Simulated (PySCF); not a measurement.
GaHBr2, SMILES [Br][GaH][Br].

Geometry: ωB97X-D3(BJ)/def2-SVP. The structure was generated by enumeration; whether it is a known compound was not checked.

All values below come from PBE/def2-TZVPD (PySCF).

Symmetry labels are those of the subgroup C2v that the program uses (full group C2v).

Computed valence orbital energies around the gap with their symmetry:
```json
[
 {"orbital": "HOMO−7", "symmetry": "B2", "energy (eV)": "-18.99"},
 {"orbital": "HOMO−6", "symmetry": "A1", "energy (eV)": "-11.80"},
 {"orbital": "HOMO−5", "symmetry": "A1", "energy (eV)": "-8.98"},
 {"orbital": "HOMO−4", "symmetry": "B2", "energy (eV)": "-8.93"},
 {"orbital": "HOMO−3", "symmetry": "B1", "energy (eV)": "-7.98"},
 {"orbital": "HOMO−2", "symmetry": "A2", "energy (eV)": "-7.51"},
 {"orbital": "HOMO−1", "symmetry": "A1", "energy (eV)": "-7.41"},
 {"orbital": "HOMO", "symmetry": "B2", "energy (eV)": "-7.26"},
 {"orbital": "LUMO", "symmetry": "B1", "energy (eV)": "-2.64"},
 {"orbital": "LUMO+1", "symmetry": "A1", "energy (eV)": "-2.16"},
 {"orbital": "LUMO+2", "symmetry": "B2", "energy (eV)": "-0.37"},
 {"orbital": "LUMO+3", "symmetry": "A1", "energy (eV)": "-0.28"}
]
```
